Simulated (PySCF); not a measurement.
These compounds are isomers of formula C7H14N2Si.

A. `C=C([SiH2]N)N(C)CC#CC`
B. `C=C/C(C)=N\[C@H]([SiH3])/C=N\C`
C. `Cc1cc(C)n([SiH](C)C)n1`

Spectrum 1. $^{1}$H NMR (400 MHz, computed): δ 4.86 (s, 2H), 4.14 (m, 1H), 4.06 (m, 1H), 3.77 (s, 2H), 2.74 (s, 3H), 2.03 (s, 3H), 0.74 (br s, 2H). $^{13}$C{$^{1}$H} NMR (computed): δ 159.8 (C), 94.2 (CH2), 87.5 (C), 84.7 (C), 45.0 (CH2), 37.3 (CH3), 4.6 (CH3).

Spectrum 2. $^{1}$H NMR (400 MHz, computed): δ 6.11 (s, 1H), 5.41 (sept, 1H), 2.45 (s, 3H), 2.38 (s, 3H), 0.47 (d, 6H). $^{13}$C{$^{1}$H} NMR (computed): δ 155.4 (C), 150.6 (C), 113.1 (CH), 16.2 (CH3), 13.7 (CH3), -1.4 (CH3).

Spectrum 3. $^{1}$H NMR (400 MHz, computed): δ 8.35 (d, 1H), 6.87 (m, 1H), 5.95 (m, 1H), 5.92 (m, 1H), 5.43 (m, 1H), 3.70 (d, 3H), 3.62 (s, 3H), 2.28 (s, 3H). $^{13}$C{$^{1}$H} NMR (computed): δ 171.4 (CH), 163.1 (C), 131.8 (CH), 130.0 (CH2), 52.6 (CH), 41.3 (CH3), 27.4 (CH3).

Computed data (PySCF): GFN2-xTB structure, PBE0/pcSseg-1 with gauge-including orbitals. Fast rotation and ring inversion assumed for equivalent nuclei, non-relativistic Hamiltonian, gas phase, one conformer.

Scale: $^{1}$H (31.72 ppm), $^{13}$C (186.93 ppm) against TMS (reference shieldings calculated alike). Where no couplings were computed, multiplicities follow the n + 1 count of equivalent neighbours, and m marks all less simple cases (inequivalent or close neighbours, rings, F or P nearby). Shifts are as computed. Against solution values, carbons near 30 ppm lie about +3 ppm off and those near 130 ppm about +5 ppm. Of 1211 compounds with measured shifts, 218 miss one by over three times the rms of a fit or turn the order of signals round; such compounds aren't used in these exercises. OH and NH positions are gas-phase values without hydrogen bonding to other molecules.

Task: Which spectrum belongs to which compound?

Result: 1–A, 2–C, 3–B.

- Spectrum 1 (A): 7 $^{13}$C signals; δC 159.8 is an alkene carbon bearing nitrogen; δC 94.2 is a β carbon of an enol-ether or enamine type C=C.
- Spectrum 2 (C): 6 $^{13}$C signals; δC 16.2 is a methyl carbon on an aromatic ring; δC 13.7 is a methyl carbon on an aromatic ring.
- Spectrum 3 (B): 7 $^{13}$C signals; δC 131.8 is an alkene CH; δC 130.0 is a terminal =CH2 carbon.
